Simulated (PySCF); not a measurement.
C4H9O2 (cation, charge +1), SMILES C1[OH+]CCOC1 (GFN2-xTB optimised geometry):

```
15

C      0.282     1.898     1.281
C     -0.174     1.203     0.000
O      0.281    -0.192     0.000
C     -0.174    -0.884     1.211
C      0.282    -0.116     2.451
O     -0.194     1.205     2.406
H     -0.140     2.903     1.333
H      1.381     1.973     1.305
H      0.224     1.677    -0.898
H     -1.264     1.163    -0.054
H      1.264    -0.192     0.000
H     -1.264    -0.911     1.150
H      0.224    -1.898     1.178
H      1.381    -0.132     2.528
H     -0.140    -0.569     3.349
```

Method: PBE0/def2-TZVP in PySCF 2.14.0.

Task: What are the frontier orbital energies?

Result: HOMO-2 -15.67 eV, HOMO-1 -14.00 eV, HOMO -12.65 eV, LUMO -5.14 eV, LUMO+1 -3.55 eV.

On the same geometry PySCF with PBE/def2-TZVP gives HOMO-2 -14.19 eV, HOMO-1 -12.46 eV, HOMO -11.08 eV, LUMO -6.18 eV, LUMO+1 -4.68 eV.

Meta-Löwdin charges at PBE0/def2-TZVP: C1 -0.02, C2 -0.03, O3 -0.18, C4 -0.03, C5 -0.02, O6 -0.36, H7 0.17, H8 0.11, H9 0.17, H10 0.17, H11 0.40, H12 0.17, H13 0.17, H14 0.11, H15 0.17.
